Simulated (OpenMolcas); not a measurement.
## Os2+: moving or changing the point charges

Os2+ among 6 point charges of -1.7 e arranged as a trigonal prism (D3h), 2.23 Å from the ion, with a polar angle of 50.6° against the regular 49.1°.

```yaml
Program: OpenMolcas
Method: CASSCF
Basis: ANO-RCC-VDZP [7s6p4d2f1g]
Scalar_Hamiltonian: DKH2, point nucleus
Active_space: 6 electrons in 5 orbitals (5d)
State_averaging: 2S+1 = 5 even, 5 roots; 2S+1 = 3 even, 45 roots; 2S+1 = 1 even, 50 roots
Spin-orbit_coupling: state interaction with AMFI integrals over the reference wave functions
```

Runs around this geometry, states (labels of D3, the rotations of D3h). Energies in cm-1 above the lowest state or level, χT in cm3 K/mol.

| R (Å) | q (e) | Polar angle / regular | Ground state | First state of that spin | First gap with spin-orbit (degeneracies) | χT at 300 K | First state of another spin |
| --- | --- | --- | --- | --- | --- | --- | --- |
| 2.23 | -1.1 | 1.03 | 5E | 5A1 290.8 | 1092 (2, 1) | 4.729 | 3A2 13182 |
| 2.23 | -1.7 | 1.03 | 5E | 5A1 325.1 | 1226 (2, 1) | 4.611 | 3E 10964 |
| 2.35 | -1.7 | 1.03 | 5E | 5A1 675.2 | 1206 (2, 1) | 4.659 | 3A2 12406 |
| 2.23 | -1.7 | 1.11 | 5A1 | 5E 1199 | 716.5 (2, 1) | 4.627 | 3A2 12154 |

The ground state changes within this set.

Without dynamic correlation the repulsion within the d shell is too large (B by tens of per cent), so at a given field states of lower spin stand too high. Point charges give a weaker field than real ligands, and real ions of this kind are as a rule low spin; the high spin found here belongs to the model. An orbital doublet at a regular site is open to a Jahn-Teller distortion, which this geometry leaves out (holds for R = 2.23, q = -1.1, ratio = 1.03; R = 2.23, q = -1.7, ratio = 1.03; R = 2.35, q = -1.7, ratio = 1.03). This is an electrostatic model: the charges have no orbitals. No measured value stands beside these numbers.
